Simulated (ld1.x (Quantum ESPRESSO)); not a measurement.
# Varying the ultrasoft potential for S (Z = 16)

Base potential:

sulfur, ultrasoft, made with ld1.x (Quantum ESPRESSO) 7.5 (LDA (PZ), scalar-relativistic). Core [Ne], reference 3s2 3p4. Waves: 3s (bound): rcut 1.15, rcutus 1.60 bohr; 3s channel at 2.15 Ry: rcut 1.15, rcutus 1.60 bohr; 3p (bound): rcut 1.45, rcutus 1.55 bohr; 3p channel at 0.85 Ry: rcut 1.45, rcutus 1.55 bohr; 3d channel at 0.15 Ry: rcut 0.95, rcutus 1.35 bohr; 3d channel at 2 Ry: rcut 0.95, rcutus 1.35 bohr. Local part: all-electron potential smoothed inside 1.25 bohr (lloc = -1). Core correction: none. Augmentation charge: built from norm-conserving waves at rcut, not smoothed further.

All-electron outer shells of the reference configuration (LDA (PZ), scalar-relativistic, ld1.x):

```csv
shell,level (eV),outermost node (bohr),outermost maximum (bohr)
2s,-210.79,0.13,0.39
2p,-156.52,–,0.33
3s,-17.28,0.60,1.40
3p,-7.11,0.58,1.59
```

Cutoffs, loose and tight: the cutoffs (Ry, on a coarse ladder) from which the occupation-weighted sum of valence levels, in a spherical-Bessel basis at the reference potential, stays within 10 and 1 mRy of its value at 400 Ry. They do not see the model core or the augmentation charge, which bear on the density cutoff. Test errors are all-electron minus pseudo excitation energies from the reference, over the configurations 3s2 3p3; 3s2 3p2; 3s2 3p1; 3s2 3p0; 3s1 3p4; 3s2 3p4.3; 3s2 3p3.5 (two spin-polarised tests are not counted in the largest error). A dash means not determined; rows that change the core or the reference have their own tests.

Cutoffs are not given where the Bessel-basis levels miss the radial ones by over 6 mRy, ghosts where they miss by over 20 mRy; a channel whose overlap is not positive is not tested.

| change | outcome | cutoff, loose | cutoff, tight | bound ghosts | largest test error (meV) |
| --- | --- | --- | --- | --- | --- |
| base | generated | 18 Ry | 30 Ry | none | +333 |
| wave 3p channel at 0.85 Ry: rcut 1.45, rcutus 1.55 bohr becomes 3p channel at 0.09 Ry: rcut 1.45, rcutus 1.55 bohr | generated | 18 Ry | 30 Ry | none | +333 |
| non-relativistic; removed wave 3d channel at 2 Ry: rcut 0.95, rcutus 1.35 bohr | generated | 18 Ry | 30 Ry | none | +341 |
| all radii scaled by about 1.20 (s 1.94, p 1.86, d 1.62 bohr, rcut 1.38/1.74/1.14); local potential all-electron potential smoothed inside 1.50 bohr (lloc = -1) | generated | 18 Ry | 25 Ry | none | +325 |
| waves 3d channel at 0.15 Ry: rcut 0.95, rcutus 1.64 bohr; 3d channel at 2 Ry: rcut 0.95, rcutus 1.64 bohr | generated | 18 Ry | 30 Ry | none | +333 |
| reference 3s1.75 3p4.25 | generated | 18 Ry | 30 Ry | none | +330 |
| type TM; waves now 3p (bound): rc 1.55 bohr; 3d channel at 0.15 Ry: rc 1.35 bohr; 3s (bound): rc 1.60 bohr; local potential the s channel | generated | 35 Ry | 55 Ry | none | +393 |
| core [He], valence charge 14; reference 2s2 2p6 3s2 3p3.5; waves now 2s (bound): rcut 0.65, rcutus 0.70 bohr; 3s (bound): rcut 0.65, rcutus 0.70 bohr; 2p (bound): rcut 0.70, rcutus 0.75 bohr; 3p (bound): rcut 0.70, rcutus 0.75 bohr; 3d channel at 0.15 Ry: rcut 0.45, rcutus 0.65 bohr; local potential all-electron potential smoothed inside 0.55 bohr (lloc = -2); core correction Bessel-smoothed model core, default radius (core density twice the valence density) | generated, misses its reference levels by 10.81 eV | – | – | not determined | test run stopped at test 1 of 9 (negative rho) |
| local potential all-electron potential smoothed inside 1.45 bohr (lloc = -1) | generated | 18 Ry | 30 Ry | none | +333 |
| waves 3s (bound): rcut 1.15, rcutus 1.70 bohr; 3s channel at 2.15 Ry: rcut 1.15, rcutus 1.70 bohr | generated | 18 Ry | 30 Ry | none | +334 |
| functional PBE | generated | 18 Ry | 30 Ry | none | +160 |

(1) What comes out with this change to the base: augmentation PSQ, radius 1.00 bohr?

Answers

(1) outcome: generated; cutoff, loose: 18 Ry; cutoff, tight: 30 Ry; bound ghosts: none; largest test error (meV): +212.
